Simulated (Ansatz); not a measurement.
`BCOC#N` + `O[SiH3]` → `BCO[SiH3]` + `N#CO`  (substitution at a C–O bond)

Gas-phase electronic energies from Ansatz, PBE0-D4/def2-TZVP geometries. CBS: MP2 limit from def2 TZ/QZ plus the TZ coupled-cluster correction, frozen cores. This one scheme is used for every species. DFT in def2-TZVPP. Each species was taken in one conformer, which may not be the lowest.

`BCOC#N`:

```xyz
9

B     0.623    1.003   -1.112
C    -0.181    0.290    0.001
O     0.321   -1.044    0.292
C    -0.315   -1.674    1.208
N    -0.870   -2.265    2.031
H     0.271    2.104   -1.407
H     1.550    0.484   -1.652
H    -0.161    0.886    0.924
H    -1.239    0.217   -0.285
```

`O[SiH3]`:

Cartesian coordinates in Å:
```
O -0.375 -0.328 -1.181
Si 0.037 -0.050 0.390
H -0.122 0.326 -1.832
H 1.512 0.057 0.562
H -0.476 -1.210 1.156
H -0.576 1.206 0.905
```

`BCO[SiH3]`:

Z-matrix (Å, degrees):
```
C
O 1 1.414
B 1 1.547 2 115.4
H 1 1.106 2 111.1 3 122.6
H 1 1.106 2 111.1 3 -122.6
Si 2 1.643 1 121.8 3 -179.8
H 3 1.197 1 117.4 2 180.0
H 3 1.194 1 122.2 2 -0.0
H 6 1.491 2 110.8 1 59.7
H 6 1.481 2 106.7 1 179.9
H 6 1.491 2 110.8 1 -59.9
```

`N#CO`:

Cartesian coordinates in Å:
```
N 0.234 1.148 -1.113
C 0.042 0.428 -0.234
O -0.187 -0.322 0.791
H -0.089 -1.254 0.556
```

| level | ΔE (kJ/mol) |
| --- | --- |
| CAM-B3LYP-D4 | 17.8 |
| ωB97X-V | 17.7 |
| ωB97M-V | 16.9 |
| CAM-B3LYP | 19.4 |
| HF/def2-SVP | 14.6 |
| MP2/def2-QZVPP | 20.6 |
| SCS-MP2/def2-QZVPP | 20.8 |
| CCSD/CBS(def2) | 19.0 |

(1) What does CCSD(T)/CBS give? (An estimate is asked.)

(2) What do rigid-rotor, harmonic-oscillator terms from PBE0-D4/def2-TZVP frequencies (298.15 K, 1 bar) make of the CCSD(T)/CBS value? (An estimate is asked.)

Largest T1 diagnostic among the species: 0.014.

Results:

(1) Ansatz gave: +19.3 kJ/mol. The listed levels differ from it by -1.5, -1.6, -2.4, 0.1, -4.7, 1.3, 1.5, -0.3 kJ/mol.

(2) Computed: ΔZPE = -1.2 kJ/mol, ΔH = +18.8 kJ/mol, ΔS = 0 J/(mol·K), ΔG = +18.7 kJ/mol.

At CCSD(T), def2-SVP lies −9.2 kJ/mol from the extrapolated value and def2-TZVPP −1.0 kJ/mol. Leaving LDA and LC-ωPBE aside and taking each functional with its dispersion term where it has one, the values, not all of them listed here, spread over 5.7 kJ/mol, from revPBE-D4 to B2PLYP. LDA lies −4.1 kJ/mol from PBE without D4.
